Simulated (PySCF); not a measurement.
Si(H)(Me)(OH)2 (CH6O2Si), SMILES C[SiH](O)O.

Coordinates come from a PBE0-D3(BJ)/def2-SVP optimisation. One conformer was computed; it need not be the lowest.

Level of theory: PBE0-D3(BJ)/def2-SVP run with PySCF 2.14.0.

Frequencies are harmonic and unscaled.

| mode | ν (cm⁻¹) | IR (km/mol) | moving atoms (share of kinetic energy) |
|---|---|---|---|
| 1 | 73 | 44.6 | H 81 %, O 16 % |
| 2 | 124 | 4.4 | H 94 % |
| 3 | 242 | 13.4 | H 43 %, O 29 %, C 18 %, Si 10 % |
| 4 | 265 | 71.3 | H 78 %, O 14 % |
| 5 | 272 | 50.7 | H 39 %, O 29 %, Si 19 %, C 13 % |
| 6 | 357 | 86.0 | O 60 %, Si 24 %, H 16 % |
| 7 | 651 | 48.4 | H 82 %, C 13 % |
| 8 | 711 | 30.2 | H 39 %, C 38 %, Si 18 % |
| 9 | 727 | 166.8 | H 86 % |
| 10 | 803 | 104.8 | H 79 %, C 14 % |
| 11 | 821 | 69.5 | O 61 %, H 23 %, Si 15 % |
| 12 | 849 | 121.7 | H 71 %, C 15 %, Si 9 % |
| 13 | 876 | 9.8 | H 58 %, O 34 % |
| 14 | 951 | 173.7 | H 59 %, Si 29 %, O 10 % |
| 15 | 972 | 248.0 | Si 41 %, H 35 %, O 22 % |
| 16 | 1272 | 49.9 | H 75 %, C 24 % |
| 17 | 1424 | 4.7 | H 96 % |
| 18 | 1426 | 3.8 | H 96 % |
| 19 | 2198 | 193.7 | H 97 % |
| 20 | 3066 | 0.3 | H 97 % |
| 21 | 3173 | 1.1 | H 91 %, C 9 % |
| 22 | 3179 | 2.0 | H 91 %, C 9 % |
| 23 | 3946 | 45.3 | H 94 % |
| 24 | 3949 | 132.5 | H 94 % |
